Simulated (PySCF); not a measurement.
Molecule: `InChI=1S/C5H3NOS/c6-3-4-1-2-8-5(4)7/h1-2,7H/p-1`.

Bonds (- single, = double, # triple, : aromatic): N1#C2, C2-C3, C3:C4, C4:C5, C5:S6, S6:C7, C7-O8, C7:C3. C4 carries H9; C5 carries H10. Formal charges: O8 -1.

Total charge -1.

Frames of a GFN2-xTB Langevin trajectory at 300 K; GIAO PBE0/pcSseg-1 shieldings in PySCF 2.14.0 with density-fitted response routines, gas phase, non-relativistic; equivalent atoms averaged within each frame.

δ = σ(ref) − σ, references computed at the same level: NH3 for $^{15}$N (σref 267.73); TMS for $^{13}$C (σref 186.93) and $^{1}$H (σref 31.72); $^{33}$S (σref 503.73) against CS2; $^{17}$O (σref 336.08) against H2O. The references are static minima.

Question: How do the shifts (ppm) fluctuate along the trajectory?

Answer: 
| time (fs) | N1 | C7 | C2 | C4 | C5 | C3 | S6 | O8 | H9 | H10 |
| --- | --- | --- | --- | --- | --- | --- | --- | --- | --- | --- |
| 250 | 296.2 | 198.7 | 128.4 | 122.2 | 96.7 | 67.5 | 193 | 413.0 | 5.85 | 4.08 |
| 425 | 290.8 | 198.8 | 127.1 | 121.6 | 102.0 | 63.7 | 224 | 417.2 | 5.96 | 4.26 |
| 625 | 291.0 | 204.5 | 125.5 | 129.6 | 106.0 | 66.7 | 215 | 458.9 | 5.74 | 4.91 |
| 800 | 299.2 | 191.7 | 131.3 | 124.7 | 104.0 | 67.2 | 196 | 401.0 | 5.68 | 4.90 |
| 1000 | 323.4 | 195.5 | 136.6 | 129.0 | 98.4 | 69.4 | 198 | 414.6 | 6.09 | 4.09 |
| mean of frames | 300.1 | 197.8 | 129.8 | 125.4 | 101.4 | 66.9 | 205 | 421.0 | 5.86 | 4.45 |
| standard deviation | 13.5 | 4.7 | 4.4 | 3.7 | 3.9 | 2.1 | 14 | 22.1 | 0.17 | 0.42 |

5 frames give an uncertainty of the mean of about the standard deviation over 2.2 at best, since frames this close in time may not be independent; classical motion lacks zero-point vibration, and the reference would need the same averaging.
